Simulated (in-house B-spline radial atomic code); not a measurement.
A calculation on the rubidium ion Rb²⁺: its settings, and results tabulated from the run. Method: scalar-relativistic (X2C) PBE0, spin-polarised, spherical fractional occupations, exact exchange averaged over the configuration, Fermi nucleus of rms radius 4.2036 fm. Calculated with an all-electron radial atomic-structure program (B-spline basis).

Command:
```bash
python run_scf.py task.json out
```
Settings (nuclear radius in fm, mass in u):
```
Z                37
configuration    [Ar] 3d10 4s2 4p5
hamiltonian      x2c
method           pbe0
spin_polarised   True
nucleus          fermi
rms_radius       4.2036
atomic_mass      84.91179
speed_of_light   137.035999084
exact_exchange   averaged over the configuration
```

Output (hartree, bohr):
```
 radial grid: 73 intervals, B-splines of order 8, outer radius 38.5185 bohr

 iter        energy (Eh)    residual
    1       -2977.679163    4.06e-01
    2       -2978.935410    1.65e-01
    3       -2979.548180    2.48e-02
    4       -2979.562698    8.42e-03
    5       -2979.563988    1.97e-03
    6       -2979.564096    8.56e-04
    7       -2979.564109    8.08e-05
    8       -2979.564109    4.89e-06
    9       -2979.564109    7.76e-07
   10       -2979.564109    4.96e-08

 total energy                     -2979.56411
 kinetic                            3064.1849
 electron-nucleus                  -7169.8254
 Hartree                            1226.7370
 exact exchange                      -24.7285
 exchange-correlation                -75.9322

 orbital      occ     eigenvalue          <r>       <r^2>       <1/r>       r_max
 1s up      1.000      -555.0263    0.0398491  0.00215107     38.8636     0.02577
 1s down    1.000      -555.0218    0.0398489  0.00215104     38.8638     0.02577
 2s up      1.000       -75.4043     0.177376   0.0371626     8.61131      0.1494
 2s down    1.000       -75.4017     0.177373    0.037161     8.61132      0.1494
 2p up      3.000       -66.8895     0.154936   0.0293816     8.25725      0.1195
 2p down    3.000       -66.8848      0.15494   0.0293828     8.25701      0.1195
 3s up      1.000       -12.0921     0.509507    0.298219     2.84367      0.4507
 3s down    1.000       -12.0857     0.509484    0.298148     2.84334      0.4508
 3p up      3.000        -9.3359     0.517791    0.313276     2.66271      0.4465
 3p down    3.000        -9.3279     0.517907    0.313396     2.66183      0.4466
 3d up      5.000        -4.7705     0.524332    0.336357     2.39121      0.3937
 3d down    5.000        -4.7641     0.523719    0.335313     2.39271      0.3937
 4s up      1.000        -1.9800      1.42609     2.30585    0.937792       1.254
 4s down    1.000        -1.9203      1.42705     2.31158    0.938545       1.251
 4p up      3.000        -1.3248      1.63324     3.05331    0.805403         1.4
 4p down    2.000        -1.2840      1.64153      3.0902    0.802936       1.401
```

Cost of the run: 0.93 s on 1 thread of Intel(R) Xeon(R) Platinum 8259CL CPU @ 2.50GHz, with other jobs on the host.

One-electron X2C: radii and densities carry no picture-change correction, so inner-shell <1/r> comes out high (for 1s by about 2 % at Z = 33, 5 % at 54, 10 % at 75, 30 % at 118) and <r> low.
